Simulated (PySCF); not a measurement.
Precursor series Y Cl-F. Isolated molecules, 0 K electronic values unless said otherwise.

The numbers are results of B3LYP-D3(BJ)/def2-TZVP // r2SCAN-D4/def2-SVP run with PySCF, not measurements. B3LYP has the VWN-RPA correlation part, as in Gaussian. 

```
species                                mean distance from the central atom to its bonded neighbours (Å)  HOMO (eV)  coordination number  LUMO (eV)
-------------------------------------  ----------------------------------------------------------------  ---------  -------------------  ---------
0 of 3 Cl replaced by F ([Y(Cl)3])                                                                    ?      -8.83                    3      -3.28
1 of 3 Cl replaced by F ([Y(Cl)2(F)])                                                             2.297          ?                    3      -3.15
2 of 3 Cl replaced by F ([Y(Cl)(F)2])                                                                 ?      -8.68                    3      -2.98
3 of 3 Cl replaced by F                                                                               ?     -10.24                    3      -2.79
```

Q: Complete the blanks.

A: 
- 0 of 3 Cl replaced by F ([Y(Cl)3]), mean distance from the central atom to its bonded neighbours (Å): 2.443
- 1 of 3 Cl replaced by F ([Y(Cl)2(F)]), HOMO (eV): -8.78
- 2 of 3 Cl replaced by F ([Y(Cl)(F)2]), mean distance from the central atom to its bonded neighbours (Å): 2.149
- 3 of 3 Cl replaced by F, mean distance from the central atom to its bonded neighbours (Å): 2.000
